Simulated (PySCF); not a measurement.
# C₃H₁₂N₂Si₂: full NMR table

```
Formula                 : C3H12N2Si2
SMILES                  : CN1[SiH2]CNC[SiH2]1
InChI                   : InChI=1S/C3H12N2Si2/c1-5-6-2-4-3-7-5/h4H,2-3,6-7H2,1H3
Degrees of unsaturation : 1
Carbon signals          : 2
Proton signals          : 4
```

Atom-mapped SMILES (the numbers label the heavy atoms): `[CH3:1][N:2]1[SiH2:3][CH2:4][NH:5][CH2:6][SiH2:7]1`; H(Xn) means a hydrogen on atom n.

[PySCF: structure optimised with GFN2-xTB; GIAO PBE0/pcSseg-1 shieldings; averaged over atoms made equivalent by symmetry, fast rotation or ring inversion; one conformer; non-relativistic Hamiltonian; no solvent]

Chemical shifts δ = σref − σ; ¹H (σref 31.72), ¹³C (σref 186.93), ²⁹Si (σref 349.16) vs TMS; ¹⁵N (σref 267.73) vs NH3, all at this level.

| carbon | δC, type | δH (multiplicity) | HMBC from (2–3 bonds) | span of the C tensor (ppm) |
| --- | --- | --- | --- | --- |
| C1 | 36.2, CH3 | 2.75 (s) | H(Si3)/H(Si7) | 62 |
| C4/C6 | 36.6, CH2 | 2.66 (m) | H(Si3)/H(Si7), H(C4)/H(C6) | 64 |

Other nuclei:
```
        atoms  nucleus                                                 environment  δ (ppm)  σ (ppm)
H(Si3)/H(Si7)       ¹H  hydrogen on a silicon bonded to C, N, in a 6-membered ring     4.54    27.17
        H(N5)       ¹H                               hydrogen on an amine nitrogen    -0.54    32.25
      Si3/Si7     ²⁹Si           silicon bonded to C, N, 2 H, in a 6-membered ring    -41.4    390.6
           N5      ¹⁵N                                              amine nitrogen     24.6    243.1
           N2      ¹⁵N            nitrogen bonded to C, 2 Si, in a 6-membered ring     -4.5    272.2
```

1. Carbon types of the structure: 2 × CH2, 1 × CH3, leaving 5 H on heteroatoms.
2. δC 36.6: sp3 CH2 bonded to N and Si; deshielded by the electronegative neighbour.
3. δC 36.2: methyl carbon bonded to N; the inductive effect lowers its shielding.
4. δH 2.75: hydrogen on a methyl carbon bonded to N; its carbon carries N, an electronegative neighbour.
5. δH 2.66: hydrogen on an sp3 CH2 bonded to N and Si; its carbon carries N, which withdraws density.
6. δH -0.54: hydrogen on an amine nitrogen; exchangeable; this is the value without hydrogen bonding to other molecules.

OH and NH positions are those of a molecule without intermolecular hydrogen bonds; in solution they move with solvent, concentration and temperature, and exchange usually removes their couplings. Shifts are as computed. Against solution values, carbons near 30 ppm lie about +3 ppm off and those near 130 ppm about +5 ppm. Of 1309 compounds with measured shifts, 239 miss one by over three times the rms of a fit or turn the order of signals round; such compounds aren't used in these exercises. Experimental scales use liquid or dissolved standards, which lie at an offset from isolated NH3 (liquid NH3: subtract about 20 ppm). Multiplicities follow the n + 1 count of equivalent neighbours, as no J values were calculated; m marks all less simple cases, F and P coupling included.
